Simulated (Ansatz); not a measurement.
Harmonic frequencies (cm⁻¹) at PBE0-D4/def2-TZVP from Ansatz: 112, 162, 178, 271, 692, 726.

Problem. Which molecule is it?
A. `[F][Ga]([F])[I]`
B. `[OH][Ga]([F])[Cl]`
C. `[F][GaH][SiH3]`
D. `[SH][GaH2]`

Solution. A.
